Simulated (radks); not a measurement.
Charge is removed step by step from the 3d up level of Cr+, starting from [Ar] 3d(up 5, down 0). Calculated with a radial shooting solver on a logarithmic mesh with Libxc functionals: scalar-relativistic Kohn-Sham, LDA (Slater exchange, Perdew-Wang correlation), spin-polarised, spherical densities, point nucleus.

| removed (e) | E - E(0) (eV) | eigenvalue (eV) | E minus straight line (eV) |
|---|---|---|---|
| 0 | 0.000 | -11.120 | 0.000 |
| 0.1 | 1.170 | -12.282 | -0.575 |
| 0.2 | 2.458 | -13.482 | -1.032 |
| 0.3 | 3.868 | -14.720 | -1.367 |
| 0.4 | 5.403 | -15.995 | -1.576 |
| 0.5 | 7.068 | -17.305 | -1.656 |
| 0.6 | 8.865 | -18.649 | -1.604 |
| 0.7 | 10.799 | -20.026 | -1.415 |
| 0.8 | 12.871 | -21.436 | -1.087 |
| 0.9 | 15.087 | -22.877 | -0.616 |
| 1 | 17.448 | -24.350 | 0.000 |

Removing the whole electron costs 17.448 eV by Delta-SCF, against 11.120 eV from minus the eigenvalue at the starting occupation. Slater's transition state (half an electron removed) gives 17.305 eV. Integrating minus the eigenvalue over the occupation (Janak's theorem) gives 17.448 eV. In this scalar-relativistic scheme the density is built from large components alone, so the theorem holds only approximately. The mean slope of the eigenvalue, de/dn, is 13.2 eV per electron. Ionisation energy of Cr+ in the NIST Atomic Spectra Database: 16.486 eV (measured).
